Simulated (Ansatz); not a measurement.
Gas-phase electronic energies from Ansatz, PBE0-D4/def2-TZVP geometries. CBS: MP2 limit from def2 TZ/QZ plus the TZ coupled-cluster correction, frozen cores. This one scheme is used for every species. Functionals use def2-TZVPP. B3LYP here is the variant with VWN-RPA as its local correlation; programs differ in this. For Ge outer-core shells are correlated without core-valence functions, which leaves a few kJ/mol of doubt a bond. Scalar relativity is left out up to krypton.

`C[SiH](F)[GeH3]` + HCl → `F[SiH](Cl)[GeH3]` + CH₄  (ligand exchange at the Si–C bond)

`C[SiH](F)[GeH3]`:

Cartesian coordinates in Å:
```
C -0.004 1.747 -0.082
Si 0.702 0.122 0.476
F 2.194 -0.024 -0.109
Ge -0.582 -1.734 -0.288
H -1.003 1.885 0.340
H 0.624 2.576 0.253
H -0.085 1.792 -1.170
H 0.818 0.089 1.960
H -2.006 -1.653 0.293
H -0.697 -1.731 -1.823
H 0.038 -3.070 0.150
```

HCl:

Z-matrix (Å, degrees):
```
Cl
H 1 1.279
```

`F[SiH](Cl)[GeH3]`:

```xyz
8

F    -1.563    1.629    0.236
Si   -0.679    0.436    0.823
Cl   -1.947   -1.075    1.372
Ge    0.811   -0.350   -0.853
H    -0.028    0.936    2.055
H     1.740    0.785   -1.310
H     0.009   -0.871   -2.053
H     1.658   -1.490   -0.271
```

CH₄:

```xyz
5

C     0.000    0.000    0.000
H    -0.260   -0.944   -0.479
H     0.464   -0.199    0.966
H    -0.902    0.594    0.146
H     0.697    0.549   -0.632
```

CCSD(T)/CBS gives -102.8 kJ/mol.

Problem. Another level gave -106.1 kJ/mol. Which?
A. RPA@PBE/def2-TZVPP
B. B3LYP/def2-TZVPP
C. PBE-D4/def2-TZVPP
D. HF/def2-TZVPP

Solution. B. B3LYP -106.1, HF/def2-TZVPP -111.3, PBE-D4 -102.0, RPA@PBE/def2-TZVPP -96.2 kJ/mol.

Largest T1 diagnostic among the species: 0.012.

Leaving LDA and LC-ωPBE aside and taking each functional with its dispersion term where it has one, the values, not all of them listed here, spread over 6.9 kJ/mol, from BHLYP-D4 to revPBE-D4. LDA lies +5.4 kJ/mol from PBE without D4. At CCSD(T), def2-SVP lies +3.5 kJ/mol from the extrapolated value and def2-TZVPP +3.2 kJ/mol.
